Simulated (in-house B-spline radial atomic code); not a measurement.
A fraction x of an electron is removed from 4s in Cu, starting from [Ar] 3d10 4s1 and keeping the highest spin. Level of theory: non-relativistic AM05, spin-polarised, spherical fractional occupations, point nucleus; calculated with a radial B-spline atomic code at the basis-set limit.

| x | E(x) - E(0) (eV) | 4s up level (eV) |
| --- | --- | --- |
| 0 | 0.0000 | -4.801 |
| 0.03 | 0.1469 | -4.991 |
| 0.2 | 1.0879 | -6.084 |
| 0.29 | 1.6618 | -6.671 |
| 0.49 | 3.1280 | -7.994 |
| 0.5 | 3.2083 | -8.061 |
| 0.62 | 4.2237 | -8.863 |
| 0.66 | 4.5836 | -9.132 |
| 0.77 | 5.6287 | -9.871 |
| 0.96 | 7.6254 | -11.147 |
| 1 | 8.0766 | - |

The exact functional would give a straight line between the two integer points. Deviations E(x) - E(0) - x[E(1) - E(0)], in eV: -0.095 at x = 0.03, -0.527 at x = 0.2, -0.68 at x = 0.29, -0.83 at x = 0.49, -0.83 at x = 0.5, -0.784 at x = 0.62, -0.747 at x = 0.66, -0.59 at x = 0.77, -0.128 at x = 0.96.

The curve lies below the straight line by up to 0.83 eV (at x = 0.49): convex, the delocalisation error that favours fractional charges.

(1) How well does Slater's transition state (minus the level at half occupation) give the ionisation energy?

Answers

(1) It gives 8.061 eV against 8.077 eV from the two total energies; NIST lists 7.73 eV, ground level to ground level.
